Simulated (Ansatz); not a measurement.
`CC(C)(C)[NH][Zr]([F])([F])[F]` + `COB(O)O` → `COB(O)OC` + `CC(C)[NH][Zr]([F])([F])[F]`  (substitution at a C–C bond)

Program: Ansatz. Geometries: PBE0-D4/def2-TZVP. ΔE: electronic, gas phase. CBS: MP2 limit from def2 TZ/QZ plus the TZ coupled-cluster correction, frozen cores. Functionals use def2-TZVPP. B3LYP here is the variant with VWN-RPA as its local correlation; programs differ in this. HSE06 is defined as in plane-wave codes. def2 core potentials past Kr. For Zr outer-core shells are correlated without core-valence functions, which leaves a few kJ/mol of doubt a bond. One conformer a species, not always the lowest.

```json
{"level": "LDA (SPW92)", "ΔE (kJ/mol)": "67.8", "difference from CCSD(T)/CBS": "-3.5"}
{"level": "PBE-D4", "ΔE (kJ/mol)": "62.8", "difference from CCSD(T)/CBS": "-8.5"}
{"level": "revPBE-D4", "ΔE (kJ/mol)": "65.9", "difference from CCSD(T)/CBS": "-5.4"}
{"level": "BLYP-D4", "ΔE (kJ/mol)": "57.5", "difference from CCSD(T)/CBS": "-13.8"}
{"level": "r2SCAN-D4", "ΔE (kJ/mol)": "65.9", "difference from CCSD(T)/CBS": "-5.4"}
{"level": "B97M-V", "ΔE (kJ/mol)": "66.2", "difference from CCSD(T)/CBS": "-5.1"}
{"level": "PBE0-D4", "ΔE (kJ/mol)": "65.3", "difference from CCSD(T)/CBS": "-6.0"}
{"level": "B3LYP-D4", "ΔE (kJ/mol)": "59.1", "difference from CCSD(T)/CBS": "-12.2"}
{"level": "r2SCANh-D4", "ΔE (kJ/mol)": "66.5", "difference from CCSD(T)/CBS": "-4.8"}
{"level": "r2SCAN0-D4", "ΔE (kJ/mol)": "67.3", "difference from CCSD(T)/CBS": "-4.0"}
{"level": "HSE06-D4", "ΔE (kJ/mol)": "64.9", "difference from CCSD(T)/CBS": "-6.4"}
{"level": "BHLYP-D4", "ΔE (kJ/mol)": "60.0", "difference from CCSD(T)/CBS": "-11.3"}
{"level": "CAM-B3LYP-D4", "ΔE (kJ/mol)": "59.6", "difference from CCSD(T)/CBS": "-11.7"}
{"level": "ωB97X-V", "ΔE (kJ/mol)": "63.2", "difference from CCSD(T)/CBS": "-8.1"}
{"level": "ωB97M-V", "ΔE (kJ/mol)": "67.1", "difference from CCSD(T)/CBS": "-4.2"}
{"level": "B2PLYP", "ΔE (kJ/mol)": "61.1", "difference from CCSD(T)/CBS": "-10.2"}
{"level": "PBE-QIDH", "ΔE (kJ/mol)": "69.9", "difference from CCSD(T)/CBS": "-1.4"}
{"level": "PBE", "ΔE (kJ/mol)": "58.2", "difference from CCSD(T)/CBS": "-13.1"}
{"level": "revPBE", "ΔE (kJ/mol)": "53.9", "difference from CCSD(T)/CBS": "-17.4"}
{"level": "BLYP", "ΔE (kJ/mol)": "47.8", "difference from CCSD(T)/CBS": "-23.5"}
{"level": "r2SCAN", "ΔE (kJ/mol)": "64.7", "difference from CCSD(T)/CBS": "-6.6"}
{"level": "PBE0", "ΔE (kJ/mol)": "61.2", "difference from CCSD(T)/CBS": "-10.1"}
{"level": "B3LYP", "ΔE (kJ/mol)": "51.8", "difference from CCSD(T)/CBS": "-19.5"}
{"level": "r2SCANh", "ΔE (kJ/mol)": "65.2", "difference from CCSD(T)/CBS": "-6.1"}
{"level": "r2SCAN0", "ΔE (kJ/mol)": "65.8", "difference from CCSD(T)/CBS": "-5.5"}
{"level": "HSE06", "ΔE (kJ/mol)": "61.2", "difference from CCSD(T)/CBS": "-10.1"}
{"level": "BHLYP", "ΔE (kJ/mol)": "54.5", "difference from CCSD(T)/CBS": "-16.8"}
{"level": "CAM-B3LYP", "ΔE (kJ/mol)": "55.5", "difference from CCSD(T)/CBS": "-15.8"}
{"level": "LC-ωPBE", "ΔE (kJ/mol)": "63.0", "difference from CCSD(T)/CBS": "-8.3"}
{"level": "MP2/def2-SVP", "ΔE (kJ/mol)": "76.6", "difference from CCSD(T)/CBS": "5.3"}
{"level": "CCSD/def2-SVP", "ΔE (kJ/mol)": "66.3", "difference from CCSD(T)/CBS": "-5.0"}
{"level": "CCSD(T)/def2-SVP", "ΔE (kJ/mol)": "68.4", "difference from CCSD(T)/CBS": "-2.9"}
{"level": "HF/def2-TZVPP", "ΔE (kJ/mol)": "49.8", "difference from CCSD(T)/CBS": "-21.5"}
{"level": "MP2/def2-TZVPP", "ΔE (kJ/mol)": "78.7", "difference from CCSD(T)/CBS": "7.4"}
{"level": "SCS-MP2/def2-TZVPP", "ΔE (kJ/mol)": "70.5", "difference from CCSD(T)/CBS": "-0.8"}
{"level": "CCSD/def2-TZVPP", "ΔE (kJ/mol)": "68.1", "difference from CCSD(T)/CBS": "-3.2"}
{"level": "CCSD(T)/def2-TZVPP", "ΔE (kJ/mol)": "70.6", "difference from CCSD(T)/CBS": "-0.7"}
{"level": "MP2/def2-QZVPP", "ΔE (kJ/mol)": "79.0", "difference from CCSD(T)/CBS": "7.7"}
{"level": "HF/CBS(def2)", "ΔE (kJ/mol)": "49.1", "difference from CCSD(T)/CBS": "-22.2"}
{"level": "CCSD/CBS(def2)", "ΔE (kJ/mol)": "68.9", "difference from CCSD(T)/CBS": "-2.4"}
{"level": "CCSD(T)/CBS", "ΔE (kJ/mol)": "71.3", "difference from CCSD(T)/CBS": "0"}
```

Largest T1 diagnostic among the species: 0.015.

The D4 term adds +7.3 kJ/mol with B3LYP and +4.0 kJ/mol with PBE0; it sums over pairs of atoms, weighted by their polarisabilities, and B3LYP, whose exchange is more repulsive, gets the larger term. Leaving LDA and LC-ωPBE aside and taking each functional with its dispersion term where it has one, the values spread over 12.3 kJ/mol, from BLYP-D4 to PBE-QIDH. LDA lies +9.6 kJ/mol from PBE without D4. From BLYP to BHLYP (50 % exact exchange), in def2-TZVPP and without D4, ΔE moves by +6.7 kJ/mol.
